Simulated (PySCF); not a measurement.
Species: C₈H₁₆N₂.
Numbering: `[CH2:1]=[CH:2][C@H:3]1[CH2:4][CH2:5][CH2:6][N:7]([CH3:8])[N:9]1[CH3:10]`

Probes without a nucleus sit at each ring's centroid and 1 Å off its mean plane on both sides; NICS is minus the shielding there, NICSzz its component along the normal. Level: GIAO PBE0/pcSseg-1 (PySCF, non-relativistic, gas phase) on the GFN2-xTB geometry, one conformer.

Ring bond lengths (Å), with Mayer bond orders in brackets: C3–C4 1.549 (0.99), C4–C5 1.534 (1.03), C5–C6 1.523 (1.06), C6–N7 1.457 (0.94), N7–N9 1.420 (0.97), N9–C3 1.458 (0.94).

Question: What do the NICS probes read (ppm)?

Answer: 
```tsv
ring	type	NICS(0)	NICS(1), two faces	NICS(1)zz, two faces	rms pucker (Å)	centre to ring atoms, mean (Å)
C3–C4–C5–C6–N7–N9	6-membered ring with 2 N; formal bonds all single	-3.5	-3.2 / -2.7	0.4 / -0.8	0.30	1.43
```

Question: What do they say, and how far can they be read as aromaticity?

Answer: 
- C3–C4–C5–C6–N7–N9: mean NICS(1)zz -0.2 ppm, near zero. C3, C4, C5, C6 have four or more neighbours; no verdict on aromaticity is drawn.
